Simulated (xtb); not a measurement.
xtb input (GFN1-xTB):

```bash
xtb mol.xyz --gfn 1 --sp --chrg -1 --uhf 0
```
mol.xyz:
```
5

Si    -0.58542294     0.04984072    -0.44834611
Br    -0.71460544    -1.54260799     1.20886359
Br    -0.06014783     1.94855346     0.74241038
Br     1.41951431    -0.46083802    -1.45748378
O     -1.79633939     0.15293363    -1.37572636
```

Output:

```
           -------------------------------------------------
          |                Calculation Setup                |
           -------------------------------------------------

           -------------------------------------------------
          |                 G F N 1 - x T B                 |
           -------------------------------------------------

        Reference                      10.1021/acs.jctc.7b00118
      * Hamiltonian:
        H0-scaling (s, p, d)           1.850000    2.250000    2.000000
        zeta-weighting                 0.000000
      * Dispersion:
        s8                             2.400000
        a1                             0.630000
        a2                             5.000000
        s9                             0.000000
      * Repulsion:
        kExp                           1.500000
        rExp                           1.000000
      * Coulomb:
        alpha                          2.000000
        third order                    atomic
        anisotropic                    false
      * Halogen bond correction:
        rad-scale                      1.300000
        damping                        0.440000

          ...................................................
          :                      SETUP                      :
          :.................................................:
          :  # basis functions                  44          :
          :  # atomic orbitals                  40          :
          :  # shells                           14          :
          :  # electrons                        32          :
          :  # halogen bonds                     3          :
          :  max. iterations                   250          :
          :  Hamiltonian                  GFN1-xTB          :
          :  restarted?                      false          :
          :  GBSA solvation                  false          :
          :  PC potential                    false          :
          :  electronic temp.          300.0000000     K    :
          :  accuracy                    1.0000000          :
          :  -> integral cutoff          0.2500000E+02      :
          :  -> integral neglect         0.1000000E-07      :
          :  -> SCF convergence          0.1000000E-05 Eh   :
          :  -> wf. convergence          0.2000000E-04 e    :
          :  Broyden damping             0.4000000          :
          :  net charge                         -1          :
          :  unpaired electrons                  0          :
          ...................................................

 iter      E             dE          RMSdq      gap      omega  full diag
   1    -18.4655239 -0.184655E+02  0.926E+00    5.37       0.0  T
   2    -18.5944665 -0.128943E+00  0.572E+00    6.16       1.0  T
   3    -18.7406413 -0.146175E+00  0.300E+00    6.03       1.0  T
   4    -18.7380102  0.263106E-02  0.767E-01    6.00       1.0  T
   5    -18.7430917 -0.508151E-02  0.241E-01    6.14       1.0  T
   6    -18.7434399 -0.348173E-03  0.150E-01    6.09       1.0  T
   7    -18.7436348 -0.194895E-03  0.170E-02    6.11       2.6  T
   8    -18.7436369 -0.211971E-05  0.693E-03    6.11       6.5  T
   9    -18.7436373 -0.370439E-06  0.168E-03    6.11      26.6  T
  10    -18.7436373 -0.233528E-07  0.405E-06    6.11   11029.6  T
  11    -18.7436373 -0.675016E-13  0.229E-06    6.11   19525.4  T

   *** convergence criteria satisfied after 11 iterations ***

         #    Occupation            Energy/Eh            Energy/eV
      -------------------------------------------------------------
         1        2.0000           -0.4812631             -13.0958
       ...           ...                  ...                  ...
        10        2.0000           -0.2417827              -6.5792
        11        2.0000           -0.2239522              -6.0940
        12        2.0000           -0.2223131              -6.0494
        13        2.0000           -0.2223131              -6.0494
        14        2.0000           -0.2104451              -5.7265
        15        2.0000           -0.2104451              -5.7265
        16        2.0000           -0.2092789              -5.6948 (HOMO)
        17                          0.0152393               0.4147 (LUMO)
        18                          0.0491324               1.3370
        19                          0.0491324               1.3370
        20                          0.0800157               2.1773
        21                          0.1179448               3.2094
       ...                                ...                  ...
        40                          1.7513706              47.6572
      -------------------------------------------------------------
                  HL-Gap            0.2245181 Eh            6.1094 eV
             Fermi-level           -0.0970198 Eh           -2.6400 eV

 SCC (total)                   0 d,  0 h,  0 min,  0.017 sec
 SCC setup                      ...        0 min,  0.000 sec (  0.859%)
 Dispersion                     ...        0 min,  0.000 sec (  0.390%)
 classical contributions        ...        0 min,  0.000 sec (  0.227%)
 integral evaluation            ...        0 min,  0.005 sec ( 27.587%)
 iterations                     ...        0 min,  0.005 sec ( 29.838%)
 molecular gradient             ...        0 min,  0.007 sec ( 39.295%)
 printout                       ...        0 min,  0.000 sec (  1.663%)

         :::::::::::::::::::::::::::::::::::::::::::::::::::::
         ::                     SUMMARY                     ::
         :::::::::::::::::::::::::::::::::::::::::::::::::::::
         :: total energy             -18.681040784098 Eh    ::
         :: gradient norm              0.012545351706 Eh/a0 ::
         :: HOMO-LUMO gap              6.109449632278 eV    ::
         ::.................................................::
         :: SCC energy               -18.743637314437 Eh    ::
         :: -> electrostatic           0.191124309800 Eh    ::
         :: repulsion energy           0.065644298809 Eh    ::
         :: dispersion energy         -0.003047768426 Eh    ::
         :: halogen bond corr.        -0.000000000045 Eh    ::
         :: add. restraining           0.000000000000 Eh    ::
         :: total charge              -1.000000000000 e     ::
         :::::::::::::::::::::::::::::::::::::::::::::::::::::

           -------------------------------------------------
          |                Property Printout                |
           -------------------------------------------------

    * Orbital Energies and Occupations

         #    Occupation            Energy/Eh            Energy/eV
      -------------------------------------------------------------
         1        2.0000           -0.4812631             -13.0958
       ...           ...                  ...                  ...
         4        2.0000           -0.4761170             -12.9558
         5        2.0000           -0.3275771              -8.9138
         6        2.0000           -0.2804341              -7.6310
         7        2.0000           -0.2804341              -7.6310
         8        2.0000           -0.2654993              -7.2246
         9        2.0000           -0.2417827              -6.5792
        10        2.0000           -0.2417827              -6.5792
        11        2.0000           -0.2239522              -6.0940
        12        2.0000           -0.2223131              -6.0494
        13        2.0000           -0.2223131              -6.0494
        14        2.0000           -0.2104451              -5.7265
        15        2.0000           -0.2104451              -5.7265
        16        2.0000           -0.2092789              -5.6948 (HOMO)
Note: The following floating-point exceptions are signalling: IEEE_DENORMAL
normal termination of xtb
        17                          0.0152393               0.4147 (LUMO)
        18                          0.0491324               1.3370
        19                          0.0491324               1.3370
        20                          0.0800157               2.1773
        21                          0.1179448               3.2094
        22                          0.1179448               3.2094
        23                          0.1260192               3.4292
        24                          0.1295275               3.5246
        25                          0.1295275               3.5246
        26                          0.1421111               3.8670
        27                          0.1424948               3.8775
       ...                                ...                  ...
        40                          1.7513706              47.6572
      -------------------------------------------------------------
                  HL-Gap            0.2245181 Eh            6.1094 eV
             Fermi-level           -0.0970198 Eh           -2.6400 eV

  Mulliken/CM5 charges         n(s)   n(p)   n(d)
     1Si    0.27149  0.12774   0.988  1.571  1.169
     2Br   -0.22051 -0.17055   1.932  5.302 -0.013
     3Br   -0.22051 -0.17055   1.932  5.302 -0.013
     4Br   -0.22051 -0.17055   1.932  5.302 -0.013
     5O    -0.60996 -0.61611   1.688  4.922  0.000

Wiberg/Mayer (AO) data.
largest (>0.10) Wiberg bond orders for each atom

 ---------------------------------------------------------------------------
     #   Z sym  total        # sym  WBO       # sym  WBO       # sym  WBO
 ---------------------------------------------------------------------------
     1  14 Si   5.348 --     5 O    2.045     4 Br   1.101     2 Br   1.101
                             3 Br   1.101
     2  35 Br   1.200 --     1 Si   1.101
     3  35 Br   1.200 --     1 Si   1.101
     4  35 Br   1.200 --     1 Si   1.101
     5   8 O    2.152 --     1 Si   2.045
 ---------------------------------------------------------------------------

Topologies differ in total number of bonds
Writing topology from bond orders to xtbtopo.mol

 dipole moment from electron density (au)
     X       Y       Z
   1.6071  -0.1368   1.2308  total (Debye):    5.157

           -------------------------------------------------
          | TOTAL ENERGY              -18.681040784098 Eh   |
          | GRADIENT NORM               0.012545351706 Eh/α |
          | HOMO-LUMO GAP               6.109449632278 eV   |
           -------------------------------------------------

------------------------------------------------------------------------
------------------------------------------------------------------------
 total:
 SCF:
```

It need not be the lowest isomer of its formula. Whether it binds its extra electron was not tested at this geometry.
